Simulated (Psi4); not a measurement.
Psi4 input (wB97X-D/6-311+G**):

```
memory 1500 MB

molecule {
-1 1
O    -1.11126500   -0.41762200   -1.24335600
Si   -0.11200200   -0.04641100   -0.13793600
O     1.51897400   -0.18560200   -0.51048800
F    -0.21784200   -0.87368400    1.27585000
F    -0.20103100    1.47492500    0.47196800
H     2.07621200    0.06437700    0.23149700
symmetry c1
no_reorient
no_com
}

set {
  basis 6-311+G**
  reference rks
  scf_type df
  df_basis_scf def2-universal-jkfit
  dft_radial_points 99
  dft_spherical_points 590
  e_convergence 1e-8
  d_convergence 1e-7
  maxiter 150
}

e = energy('wb97x-d')
print_out(f'\nFINAL {e:.10f} DIPOLE {variable("CURRENT DIPOLE")[0]:.6f} {variable("CURRENT DIPOLE")[1]:.6f} {variable("CURRENT DIPOLE")[2]:.6f}\n')
```

From the output:

```
     101A      4.192391   102A      4.345969   103A      4.472006
     104A      5.241019   105A      5.289003   106A      5.374046
     107A      5.380084   108A      5.482996   109A      5.764683
     110A      6.161665   111A      6.589567   112A      6.597888
     113A      6.633639   114A      6.687931   115A      6.706107
     116A      6.714045   117A     11.711038   118A     11.727574
     119A     11.927356   120A     50.207041   121A     50.281173
     122A     67.129136   123A     67.157375   124A    141.636801

    Final Occupation by Irrep:
              A
    DOCC [    25 ]
    NA   [    25 ]
    NB   [    25 ]

  @DF-RKS Final Energy:  -640.51861711070524

   => Energetics <=

    Nuclear Repulsion Energy =            254.8236138157407140
    One-Electron Energy =               -1407.3926895409670124
    Two-Electron Energy =                 554.7390917434904622
    DFT Exchange-Correlation Energy =     -42.6874295805385913
    Empirical Dispersion Energy =          -0.0012035484306939
    VV10 Nonlocal Energy =                  0.0000000000000000
    Total Energy =                       -640.5186171107052360

Computation Completed

Properties will be evaluated at   0.000000,   0.000000,   0.000000 [a0]

Properties computed using the SCF density matrix

 Multipole Moments:

 ------------------------------------------------------------------------------------
     Multipole            Electronic (a.u.)      Nuclear  (a.u.)        Total (a.u.)
 ------------------------------------------------------------------------------------

 L = 1.  Multiply by 2.5417464519 to convert [e a0] to [Debye]
 Dipole X            :          1.3032862           -0.0000019            1.3032843
 Dipole Y            :          0.4235905           -0.0000000            0.4235905
 Dipole Z            :          1.2647990            0.0000057            1.2648047
 Magnitude           :                                                    1.8648618

 ------------------------------------------------------------------------------------

FINAL -640.5186171107 DIPOLE 1.303284 0.423590 1.264805

*** Psi4 exiting successfully. Buy a developer a beer!
```

The dipole moment of an ion depends on the origin.

The geometry given is a B3LYP-D3(BJ)/def2-TZVP minimum.
